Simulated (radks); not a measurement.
The numbers below are computed, except where a source is named.
Q: The mean radii <r> (bohr) of the occupied orbitals of an atom or ion are listed with their occupations. Code: a radial shooting solver on a logarithmic mesh with Libxc functionals. Model: Dirac Kohn-Sham, PBE, spin-unpolarised, spherical densities, finite nucleus; Fermi nuclear charge, rms radius of each element as measured or else 0.836 A^(1/3) + 0.57 fm.

| orbital | occ. | <r> |
|---|---|---|
| 1s1/2 | 2 | 0.06355 |
| 2s1/2 | 2 | 0.2929 |
| 2p1/2 | 2 | 0.2579 |
| 2p3/2 | 4 | 0.2608 |
| 3s1/2 | 2 | 0.8976 |
| 3p1/2 | 2 | 0.9504 |
| 3p3/2 | 4 | 0.9590 |
| 3d3/2 | 1.6 | 1.227 |
| 3d5/2 | 2.4 | 1.231 |
| 7p1/2 | 0.333333 | 19.98 |
| 7p3/2 | 0.666667 | 19.97 |

Name the element and its charge. Open shells, if any, are shared by 2j + 1.

A: Z = 24, chromium, charge +1: Cr+ in [Ar] 3d4 7p1. The 1s radius gives Z: for a bare nucleus <r> = (2 gamma + 1)/(2Z) with gamma = sqrt(1 - (Z/c)^2), 0.06186 bohr for Z = 24, and screening makes it slightly larger (0.06355 here). The occupations add up to 23, and the charge is Z minus that.
